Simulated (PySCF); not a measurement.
## Radial density of Nd³⁵⁺ (neodymium, charge +35)

PW91, [Ar] 3d7, high-spin 4F determinant. Computed with PySCF 2.14 in an uncontracted even-tempered set (17 s from 5.6 bohr⁻², ratio 2.5; 11 p from 7.3 bohr⁻², ratio 2.5; 8 d from 7.3 bohr⁻², ratio 2.5; 4 f from 31 bohr⁻², ratio 2.7; 3 g from 47 bohr⁻², ratio 2.7), with the non-relativistic Hamiltonian (point nucleus).

```csv
r (bohr),4πr²ρ (e/bohr),4πr²(ρα − ρβ)
0.000355,0.2321,0.0000
0.000597,0.6377,0.0000
0.00100,1.718,-0.0001
0.00169,4.478,-0.0001
0.00284,11.03,-0.0004
0.00478,24.75,-0.0008
0.00804,47.50,-0.0015
0.0135,70.77,-0.0017
0.0227,74.04,0.0092
0.0382,68.41,0.1546
0.0643,94.29,1.4173
0.108,80.40,7.0670
0.182,67.50,14.2328
0.306,45.51,6.9123
0.515,2.433,0.3396
0.866,0.005561,0.0008
```

A non-relativistic calculation at this Z misses sizeable relativistic shifts. Spin-orbit coupling is strong in this species (close to jj coupling), so the high-spin LS determinant is a model state, not a physical level.
